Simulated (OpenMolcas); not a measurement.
Cu3+ (d8) among equal point charges was computed by CASSCF with the d shell active (OpenMolcas, ANO-RCC-VTZP on the metal). Its lowest spin-free states, and all those of the highest spin:

```tsv
2S+1	Degeneracy	E (cm-1)
3	2	0.0
3	1	162.5
3	2	2280
3	2	5911
1	2	18595
1	1	18759
1	2	20377
3	2	23020
1	1	27895
1	2	28102
1	2	29402
3	1	33743
```

Q: Is the site octahedral, tetrahedral or cube-like, axial, or of lower symmetry?

A: The states with 2S+1 = 3 have orbital degeneracies 2, 1, 2, 2, 2, 1. There are pairs but no triples, so the site is axial: not cubic, but with a proper or improper axis of order three or more. The run had Cu3+ among 2 point charges of -2 e arranged as a linear pair (D∞h), 1.83 Å from the ion.

Spin-orbit coupling mixes the spin-free states strongly: the lowest level takes only 54 % from its leading state, 3Σ, which lies 162 cm-1 above the lowest spin-free state. Without dynamic correlation the repulsion within the d shell is too large (B by tens of per cent), so at a given field states of lower spin stand too high. This is an electrostatic model: the charges have no orbitals. No measured value stands beside these numbers.
